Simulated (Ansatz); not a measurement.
System: C2H8Sn, charge 0, multiplicity 1. SMILES: [CH3][SnH2][CH3]
Geometry from a B3LYP-D3(BJ)/def2-TZVP (Ansatz, a program for electronic structure) optimisation:
```xyz
11

C     -1.7492    -0.9671     0.0207
Sn    -0.0036     0.3041    -0.0571
C      1.7711    -0.8682     0.3241
H     -1.8272    -1.4268     1.0051
H     -1.6685    -1.7511    -0.7311
H     -2.6492    -0.3846    -0.1704
H      0.1095     1.0366    -1.6086
H     -0.1403     1.5469     1.1232
H      1.7051    -1.3276     1.3095
H      1.8638    -1.6519    -0.4267
H      2.6566    -0.2355     0.2869
```

Quantity: vertical triplet-singlet gap (E(triplet) - E(singlet); each state is the SCF solution reached for its spin), in eV. Valence correlation only, unless marked. UHF or UKS for open shells. Spin-orbit coupling is left out. The frozen core is the preceding noble-gas configuration, with the filled d and f shells of earlier blocks. Past Kr the def2 sets carry scalar-relativistic core potentials. CBS(X,Y): correlation extrapolated as X^-3; Hartree-Fock from the larger set.

```tsv
level	program	vertical triplet-singlet gap (eV)
SVWN5/def2-TZVPD	Ansatz	6.36
PBE0/def2-TZVPD	Ansatz	6.53
MP2/def2-TZVPPD	Ansatz	6.95
RI-MP2/CBS(def2-TZVPPD,def2-QZVPPD)	Ansatz	7.04
CCSD/def2-SVPD	Ansatz	6.98
CCSD(T)/def2-QZVPPD	Ansatz	6.76
CCSD(T)/CBS(def2-TZVPPD,def2-QZVPPD)	Ansatz	6.81
```
